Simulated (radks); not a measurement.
The numbers below are computed, except where a source is named.
Spherical jellium clusters: N electrons in a uniform positive sphere of charge N and radius rs N^(1/3), rs = 5.22 bohr. Level of theory: non-relativistic Kohn-Sham, LDA (Slater exchange, Perdew-Wang correlation), spin-polarised, spherical densities (a radial shooting solver with Libxc functionals). Levels are named by radial order and angular momentum (1s, 1p, 1d, 2s, ...), and open shells are averaged over m.

N = 14, configuration 1s2 1p6 1d(up 5, down 1). This is the lowest configuration that the search found. Occupied and some empty levels:

| level | occupation | eigenvalue (eV) | <r> (bohr) |
|---|---|---|---|
| 1s up | 1 | -3.7298 | 8.037 |
| 1s down | 1 | -3.5146 | 7.687 |
| 1p up | 3 | -3.1856 | 9.364 |
| 1p down | 3 | -2.9193 | 9.307 |
| 1d up | 5 | -2.4757 | 10.35 |
| 1d down | 1 | -2.2005 | 10.43 |
| 2s up | 0 | -2.0565 | 8.523 |
| 2s down | 0 | -1.9360 | 8.744 |
| 1f up | 0 | -1.6404 | 11.26 |
| 1f down | 0 | -1.3797 | 11.46 |
| 2p up | 0 | -1.1542 | 10.79 |
| 2p down | 0 | -1.0219 | 10.99 |

Energy (eV): total -24.8124, kinetic 15.645, external -505.14, Hartree 251.34, exchange-correlation -41.012, background 254.36.

Electron density:

| r (bohr) | n(r) (e/bohr^3) |
|---|---|
| 0.398 | 0.0008183 |
| 1.90 | 0.0009391 |
| 3.40 | 0.001209 |
| 4.90 | 0.001585 |
| 6.40 | 0.001957 |
| 7.90 | 0.002126 |
| 9.40 | 0.001888 |
| 10.9 | 0.001262 |
| 12.4 | 0.0006086 |
| 13.9 | 0.0002188 |
| 15.4 | 0.00006583 |
| 16.9 | 0.00001781 |
| 18.4 | 4.529e-06 |
| 19.9 | 1.113e-06 |
